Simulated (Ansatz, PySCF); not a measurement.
Reaction (SMILES): CB(C)[O] → CB(C)[O-] (an electron is taken up)
Each molecule is optimised on its own at B3LYP-D3(BJ)/def2-TZVP (Ansatz, an electronic-structure program). Frequencies are from Ansatz or PySCF.
Geometry of the first species:
SMILES: CB(C)[O]
```xyz
10

C      1.4208    -0.5159    -0.2020
B     -0.0096     0.1641     0.0415
C     -1.3497    -0.7018    -0.1057
O     -0.0828     1.4193     0.3587
H      2.2479     0.1781    -0.0714
H      1.5324    -1.3494     0.4952
H      1.4442    -0.9221    -1.2158
H     -1.3007    -1.5395     0.5937
H     -1.3888    -1.1122    -1.1173
H     -2.2511    -0.1238     0.0851
```
Charge 0, spin multiplicity 2.

Wanted: adiabatic electron affinity (0 K, with B3LYP-D3(BJ) harmonic zero-point energies), positive where the reaction releases energy, in eV. Cores are frozen in the correlated levels unless marked. Open shells are spin-unrestricted. No spin-orbit coupling. No relativistic terms. Anions need diffuse functions: aug- sets have them; def2-D sets add few; the other sets have none. Basis-set limits of correlation are two-point, X^-3; Hartree-Fock from the larger set. [CCSD(T)-MP2]/basis is that difference in the basis named.

RI-MP2/CBS(aug-cc-pVTZ,aug-cc-pVQZ)+[CCSD(T)-MP2]/aug-cc-pVTZ (Ansatz) gives 2.44 eV.

### Question
Another calculation gave 2.25 eV. Which level was it?
(A) wB97M-V/def2-TZVPD (Ansatz)
(B) BHLYP/def2-TZVPD (Ansatz)
(C) PBE0/def2-TZVPD (Ansatz)

### Answer
A, wB97M-V/def2-TZVPD (Ansatz). The others give 1.91 (BHLYP), 2.07 (PBE0) eV.
